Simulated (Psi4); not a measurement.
Job for Psi4: SAPT0/jun-cc-pV(D+d)Z on CH6F2Si (a complex), monomers drawn apart or pushed together.

```
memory 1800 MB

molecule dimer {
0 1
Si   -0.08844837    0.05609210    0.07425440
H     0.20433039   -1.17421800    0.84566938
H    -1.31282739    0.69460376    0.60054249
H    -0.29472636   -0.31395754   -1.34560938
H     1.05693863    0.98628997    0.17453923
--
0 1
F     0.44870579    0.63094595    2.96201147
C     0.02116490   -0.48896271    3.61347523
F    -1.33512200   -0.54849850    3.52126249
H     0.29907084   -0.40503163    4.66514921
H     0.44551768   -1.36266133    3.11753102
units angstrom
symmetry c1
no_reorient
no_com
}

set {
  basis jun-cc-pV(D+d)Z
  scf_type df
  freeze_core true
}

energy('sapt0')
```

The log:

```
[...]
==> Input File <==

--------------------------------------------------------------------------
memory 1800 MB

molecule dimer {
0 1
Si   -0.08844837    0.05609210    0.07425440
H     0.20433039   -1.17421800    0.84566938
H    -1.31282739    0.69460376    0.60054249
H    -0.29472636   -0.31395754   -1.34560938
H     1.05693863    0.98628997    0.17453923
--
0 1
F     0.44870579    0.63094595    2.96201147
C     0.02116490   -0.48896271    3.61347523
F    -1.33512200   -0.54849850    3.52126249
H     0.29907084   -0.40503163    4.66514921
H     0.44551768   -1.36266133    3.11753102
units angstrom
symmetry c1
no_reorient
no_com
}

set {
  basis jun-cc-pV(D+d)Z
  scf_type df
  freeze_core true
}

energy('sapt0')
--------------------------------------------------------------------------


   => Loading Basis Set <=

    Name: JUN-CC-PV(D+D)Z
    Role: ORBITAL
    Keyword: BASIS
    atoms 1         entry SI         line   566 file jun-cc-pv_dpd_z.gbs
    atoms 2-5, 9-10 entry H          line    60 file jun-cc-pv_dpd_z.gbs
    atoms 6, 8      entry F          line   290 file jun-cc-pv_dpd_z.gbs
    atoms 7         entry C          line   188 file jun-cc-pv_dpd_z.gbs

   => Loading Basis Set <=

    Name: JUN-CC-PV(D+D)Z
    Role: ORBITAL
    Keyword: BASIS
    atoms 1         entry SI         line   566 file jun-cc-pv_dpd_z.gbs
    atoms 2-5, 9-10 entry H          line    60 file jun-cc-pv_dpd_z.gbs
    atoms 6, 8      entry F          line   290 file jun-cc-pv_dpd_z.gbs
    atoms 7         entry C          line   188 file jun-cc-pv_dpd_z.gbs


  //>>>>>>>>>>>>>>>>>>>>>>>>>>>>>>>>>>>//
  //              Dimer HF             //
  //<<<<<<<<<<<<<<<<<<<<<<<<<<<<<<<<<<<//

   => Libint2 <=

    Primary   basis highest AM E, G, H:  7, 6, 3
    Auxiliary basis highest AM E, G, H:  7, 7, 4
    Onebody   basis highest AM E, G, H:  -, -, -
    Solid Harmonics ordering:            Gaussian


   => Loading Basis Set <=

    Name: JUN-CC-PV(D+D)Z
    Role: ORBITAL
    Keyword: BASIS
    atoms 1         entry SI         line   566 file jun-cc-pv_dpd_z.gbs
    atoms 2-5, 9-10 entry H          line    60 file jun-cc-pv_dpd_z.gbs
    atoms 6, 8      entry F          line   290 file jun-cc-pv_dpd_z.gbs
    atoms 7         entry C          line   188 file jun-cc-pv_dpd_z.gbs


         ---------------------------------------------------------
                                   SCF
               by Justin Turney, Rob Parrish, Andy Simmonett
                          and Daniel G. A. Smith
                              RHF Reference
                        1 Threads,   1716 MiB Core
         ---------------------------------------------------------

  ==> Geometry <==

    Molecular point group: c1
    Full point group: C1

    Geometry (in Angstrom), charge = 0, multiplicity = 1:

       Center              X                  Y                   Z               Mass
    ------------   -----------------  -----------------  -----------------  -----------------
         SI          -0.088448370000     0.056092100000     0.074254400000    27.976926534650
         H            0.204330390000    -1.174218000000     0.845669380000     1.007825032230
         H           -1.312827390000     0.694603760000     0.600542490000     1.007825032230
         H           -0.294726360000    -0.313957540000    -1.345609380000     1.007825032230
         H            1.056938630000     0.986289970000     0.174539230000     1.007825032230
         F            0.448705790000     0.630945950000     2.962011470000    18.998403162730
         C            0.021164900000    -0.488962710000     3.613475230000    12.000000000000
         F           -1.335122000000    -0.548498500000     3.521262490000    18.998403162730
         H            0.299070840000    -0.405031630000     4.665149210000     1.007825032230
         H            0.445517680000    -1.362661330000     3.117531020000     1.007825032230

  Running in c1 symmetry.

  Rotational constants: A =      0.31051  B =      0.02754  C =      0.02610 [cm^-1]
  Rotational constants: A =   9308.96047  B =    825.52089  C =    782.45913 [MHz]
  Nuclear repulsion =  170.373948497458144

  Charge       = 0
  Multiplicity = 1
  Electrons    = 44
  Nalpha       = 22
  Nbeta        = 22

  ==> Algorithm <==

  SCF Algorithm Type is DF.
  DIIS enabled.
  MOM disabled.
  Fractional occupation disabled.
  Guess Type is SAD.
  Energy threshold   = 1.00e-08
  Density threshold  = 1.00e-08
  Integral threshold = 1.00e-12

  ==> Primary Basis <==

  Basis Set: JUN-CC-PV(D+D)Z
    Blend: JUN-CC-PV(D+D)Z
    Number of shells: 53
    Number of basis functions: 111
    Number of Cartesian functions: 116
    Spherical Harmonics?: true
    Max angular momentum: 2

   => Loading Basis Set <=

    Name: (JUN-CC-PV(D+D)Z AUX)
    Role: JKFIT
    Keyword: DF_BASIS_SCF
    atoms 1         entry SI         line   506 file jun-cc-pvdz-jkfit.gbs
    atoms 2-5, 9-10 entry H          line    70 file jun-cc-pvdz-jkfit.gbs

[...]
OCC [    13 ]
    NA   [    13 ]
    NB   [    13 ]

  @DF-RHF Final Energy:  -237.92332779801282

   => Energetics <=

    Nuclear Repulsion Energy =             76.9759219476829770
    One-Electron Energy =                -483.5792581010780395
    Two-Electron Energy =                 168.6800083553822276
    Total Energy =                       -237.9233277980128207

Computation Completed


Properties will be evaluated at   0.000000,   0.000000,   0.000000 [a0]

Properties computed using the SCF density matrix


 Multipole Moments:

 ------------------------------------------------------------------------------------
     Multipole            Electronic (a.u.)      Nuclear  (a.u.)        Total (a.u.)
 ------------------------------------------------------------------------------------

 L = 1.  Multiply by 2.5417464519 to convert [e a0] to [Debye]
 Dipole X            :         13.9780613          -13.4287113            0.5493500
 Dipole Y            :          6.8495850           -7.4822613           -0.6326764
 Dipole Z            :       -165.4963564          165.9425151            0.4461587
 Magnitude           :                                                    0.9492747

 ------------------------------------------------------------------------------------

  Constructing Basis Sets for SAPT...

   => Loading Basis Set <=

    Name: (JUN-CC-PV(D+D)Z AUX)
    Role: RIFIT
    Keyword: DF_BASIS_SAPT
    atoms 1         entry SI         line   376 file jun-cc-pvdz-ri.gbs
    atoms 2-5, 9-10 entry H          line    30 file jun-cc-pvdz-ri.gbs
    atoms 6, 8      entry F          line   232 file jun-cc-pvdz-ri.gbs
    atoms 7         entry C          line   100 file jun-cc-pvdz-ri.gbs

   => Loading Basis Set <=

    Name: (JUN-CC-PV(D+D)Z AUX)
    Role: JKFIT
    Keyword: DF_BASIS_ELST
    atoms 1         entry SI         line   506 file jun-cc-pvdz-jkfit.gbs
    atoms 2-5, 9-10 entry H          line    70 file jun-cc-pvdz-jkfit.gbs
    atoms 6, 8      entry F          line   314 file jun-cc-pvdz-jkfit.gbs
    atoms 7         entry C          line   146 file jun-cc-pvdz-jkfit.gbs


  //>>>>>>>>>>>>>>>>>>>>>>>>>>>>>>>>>>>//
  //               SAPT0               //
  //<<<<<<<<<<<<<<<<<<<<<<<<<<<<<<<<<<<//



        SAPT0
    Ed Hohenstein
     6 June 2009

      Orbital Information
  --------------------------
    NSO        =       111
    NMO        =       111
    NRI        =       364
    NRI (Elst) =       496
    NOCC A     =         9
    NOCC B     =        13
    FOCC A     =         5
    FOCC B     =         3
    NVIR A     =       102
    NVIR B     =        98

    Elst10,r            =    -0.004570160391 [Eh]
    Exch10              =     0.009006942213 [Eh]
    Exch10 (S^2)        =     0.008973529383 [Eh]

    Maxiter = 50
    CPHF R converge = 1.000000E-08

    Iter     Energy [mEh]          dE [mEh]         Residual      Time [s]
       1      -2.41678764       2.416787638     6.629953e-03             1
       2      -2.98710411       0.570316469     1.094582e-03             1
       3      -2.96908915      -0.018014962     2.288369e-04             1
       4      -2.96869790      -0.000391246     4.449967e-05             1
       5      -2.96939827       0.000700374     8.429926e-06             1
       6      -2.96927468      -0.000123595     1.492870e-06             1
       7      -2.96928580       0.000011126     2.104076e-07             1
       8      -2.96928584       0.000000037     3.367117e-08             1
       9      -2.96928562      -0.000000217     3.667010e-09             1

    CHF Iterations converged

    Maxiter = 50
    CPHF R converge = 1.000000E-08

    Iter     Energy [mEh]          dE [mEh]         Residual      Time [s]
       1      -0.58534585       0.585345846     3.813004e-03             0
       2      -0.73165777       0.146311925     6.902689e-04             0
       3      -0.72866819      -0.002989581     2.525085e-04             0
       4      -0.72770409      -0.000964097     6.368895e-05             0
       5      -0.72777337       0.000069272     1.816918e-05             0
       6      -0.72785920       0.000085838     5.082035e-06             0
       7      -0.72785548      -0.000003722     1.413994e-06             0
       8      -0.72785063      -0.000004847     3.749793e-07             0
       9      -0.72785053      -0.000000108     9.652465e-08             0
      10      -0.72785098       0.000000453     1.778809e-08             0
      11      -0.72785091      -0.000000068     2.566353e-09             0

    CHF Iterations converged

    Ind20,r (A<-B)      =    -0.002969285623 [Eh]
    Ind20,r (B<-A)      =    -0.000727850911 [Eh]
    Ind20,r             =    -0.003697136535 [Eh]
    Exch-Ind20,r (A<-B) =     0.002678149667 [Eh]
    Exch-Ind20,r (B<-A) =     0.000489482998 [Eh]
    Exch-Ind20,r        =     0.003167632665 [Eh]
    Disp20              =    -0.003436200038 [Eh]
    Disp20 (SS)         =    -0.001718100019 [Eh]
    Disp20 (OS)         =    -0.001718100019 [Eh]
    Exch-Disp20         =     0.000501671405 [Eh]
    Exch-Disp20 (SS)    =     0.000269369771 [Eh]
    Exch-Disp20 (OS)    =     0.000232301633 [Eh]

    SAPT Results
  --------------------------------------------------------------------------------------------------------
    Electrostatics                 -4.57016039 [mEh]      -2.86781894 [kcal/mol]     -11.99895445 [kJ/mol]
      Elst10,r                     -4.57016039 [mEh]      -2.86781894 [kcal/mol]     -11.99895445 [kJ/mol]

    Exchange                        9.00694221 [mEh]       5.65194157 [kcal/mol]      23.64772352 [kJ/mol]
      Exch10                        9.00694221 [mEh]       5.65194157 [kcal/mol]      23.64772352 [kJ/mol]
      Exch10(S^2)                   8.97352938 [mEh]       5.63097470 [kcal/mol]      23.55999815 [kJ/mol]

    Induction                      -1.14353266 [mEh]      -0.71757758 [kcal/mol]      -3.00234458 [kJ/mol]
      Ind20,r                      -3.69713653 [mEh]      -2.31998820 [kcal/mol]      -9.70683063 [kJ/mol]
      Exch-Ind20,r                  3.16763266 [mEh]       1.98771951 [kcal/mol]       8.31661842 [kJ/mol]
      delta HF,r (2)               -0.61402879 [mEh]      -0.38530888 [kcal/mol]      -1.61213236 [kJ/mol]

    Dispersion                     -2.93452863 [mEh]      -1.84144452 [kcal/mol]      -7.70460387 [kJ/mol]
      Disp20                       -3.43620004 [mEh]      -2.15624808 [kcal/mol]      -9.02174196 [kJ/mol]
      Exch-Disp20                   0.50167140 [mEh]       0.31480356 [kcal/mol]       1.31713809 [kJ/mol]
      Disp20 (SS)                  -1.71810002 [mEh]      -1.07812404 [kcal/mol]      -4.51087098 [kJ/mol]
      Disp20 (OS)                  -1.71810002 [mEh]      -1.07812404 [kcal/mol]      -4.51087098 [kJ/mol]
      Exch-Disp20 (SS)              0.26936977 [mEh]       0.16903208 [kcal/mol]       0.70723024 [kJ/mol]
      Exch-Disp20 (OS)              0.23230163 [mEh]       0.14577148 [kcal/mol]       0.60990785 [kJ/mol]

  Total HF                          3.29324917 [mEh]       2.06654505 [kcal/mol]       8.64642449 [kJ/mol]
  Total SAPT0                       0.35872053 [mEh]       0.22510053 [kcal/mol]       0.94182063 [kJ/mol]

  Special recipe for scaled SAPT0 (see Manual):
    Electrostatics sSAPT0          -4.57016039 [mEh]      -2.86781894 [kcal/mol]     -11.99895445 [kJ/mol]
    Exchange sSAPT0                 9.00694221 [mEh]       5.65194157 [kcal/mol]      23.64772352 [kJ/mol]
    Induction sSAPT0               -1.10801681 [mEh]      -0.69529105 [kcal/mol]      -2.90909774 [kJ/mol]
    Dispersion sSAPT0              -2.92890384 [mEh]      -1.83791491 [kcal/mol]      -7.68983597 [kJ/mol]
  Total sSAPT0                      0.39986117 [mEh]       0.25091667 [kcal/mol]       1.04983536 [kJ/mol]
  --------------------------------------------------------------------------------------------------------



*** Psi4 exiting successfully. Buy a developer a beer!
```

The run finished.

Cost: around 5 core-seconds (rough).
